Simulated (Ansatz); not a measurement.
**BH2Br (SMILES BBr): the electronic atomisation energy, rung by rung**

The species is BH2Br (4 atoms), meant as a singlet with charge 0. SMILES: `BBr`. The coordinates come from a PBE0-D4/def2-TZVP relaxation.

Quantity: the electronic atomisation energy, in eV. The values are calculated. Electronic energies at fixed atoms, without zero-point motion or spin-orbit coupling.

```csv
level,kind,program,value (eV),less FCI/STO-3G,CPU time (all runs)
r2SCAN/STO-3G,meta-GGA,Ansatz,16.49,+2.34,6.6 s
B3LYP/STO-3G,global hybrid,Ansatz,16.27,+2.12,1.7 s
BHLYP/STO-3G,global hybrid,Ansatz,15.90,+1.75,1.7 s
r2SCAN0/STO-3G,hybrid meta-GGA,Ansatz,16.25,+2.10,4.8 s
CAM-B3LYP/STO-3G,range-separated hybrid,Ansatz,16.35,+2.20,2.1 s
B2PLYP/STO-3G,double hybrid,Ansatz,15.57,+1.42,2.2 s
MP2/STO-3G,perturbation theory,Ansatz,14.25,+0.10,0.27 s
BCCD(T)/STO-3G,coupled cluster or CI,Ansatz,14.14,-0.01,0.48 s
FCI/STO-3G,exact in the basis,Ansatz,14.15,0.00,5.6 s
```

FCI/STO-3G is exact within its basis and frozen core, so for wave-function methods in that basis the difference is their error; functionals converge differently with the basis, so for them it is only a difference. All-electron rows without a relativistic Hamiltonian named are non-relativistic. The values span 14.14 to 16.49 eV. All rows use very small basis sets, so none should be taken for the real molecule's value. In the correlated wave-function rows the outer d shell of Br is correlated, in sets not made for it. In so small a basis fixed costs decide the times, and correlated methods can beat functionals. CPU times are rough (shared hosts, several kinds of processor and program).
